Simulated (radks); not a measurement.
Question: Species: Cl II. Configuration: [He] 2s2 2p5.5 3s2 3p4 4p0.5 (fractional occupations, a model configuration). All-electron calculation, Dirac Kohn-Sham, exchange-only B88, spin-unpolarised, spherical densities, finite nucleus; open shells are shared between the two j in proportion to 2j + 1; Fermi nuclear charge, rms radius 3.3654 fm. Program: a radial shooting solver on a logarithmic mesh with Libxc functionals.

Spin-orbit splittings of the eigenvalues, e(l+1/2) - e(l-1/2), with zeta = 2 splitting/(2l+1) and mean radii in bohr:

shell  occ.  splitting (eV)  zeta (eV)  <r> j=l-1/2  <r> j=l+1/2
2p      5.5           1.756      1.171       0.3987       0.4010
3p        4          0.1665     0.1110        1.600        1.607
3d        0        0.006086   0.002434        2.707        2.710
4p      0.5               ?          ?        5.408        5.423

Estimate the 4p splitting.

Answer: 0.01487 eV (zeta = 0.009913 eV).
